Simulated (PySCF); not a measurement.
## Spinor energies of Te⁴⁰⁺ (tellurium, charge +40)

Start: [Ne] 3s2. Calculated with PySCF 2.14 in an even-tempered Gaussian basis (18 s from 8.5 bohr⁻², ratio 2.4; 14 p from 11 bohr⁻², ratio 2.4; 4 d from 37 bohr⁻², ratio 2.6; 4 f from 55 bohr⁻², ratio 2.6): generalised Hartree-Fock with the X2C-1e Hamiltonian and a Gaussian nucleus; one run each with spin-orbit coupling (SO) switched off, then screened by Boettger's factors.

| spinor shell | electrons | ε, spin-free (eV) | ε, screened SO (eV) | weight of nominal j (screened SO) | rms radius, screened SO (bohr) |
| --- | --- | --- | --- | --- | --- |
| 1s1/2 | 2 | -34526.5 | -34524.3 | 1.000 | 0.0318 |
| 2s1/2 | 2 | -7399.6 | -7399.1 | 1.000 | 0.127 |
| 2p1/2 | 2 | -6901.0 | -7098.7 | 1.000 | 0.110 |
| 3s1/2 | 2 | -2955.4 | -2955.3 | 1.000 | 0.305 |

Question: Where does 2p3/2 lie, and what is the 2p spin-orbit splitting (screened SO)?

Answer: At -6812.0 eV, 286.70 eV above 2p1/2.

```
   quantity    spin-free  screened SO
E (hartree)  -5348.70449  -5350.27173
        M_J            0            0
       ⟨J²⟩        0.000        0.000
       ⟨L²⟩        0.000        0.007
       ⟨S²⟩        0.000        0.007
```

Breit and QED terms are absent; they matter most for the inner s and p1/2 levels.

Densities and radii are taken from the X2C orbitals without a picture-change correction, which distorts them close to the nucleus.

Without spin-orbit coupling the j labels of p, d and f shells carry no meaning; the spin-free column gives the mean over the occupied spinors of each nl shell.
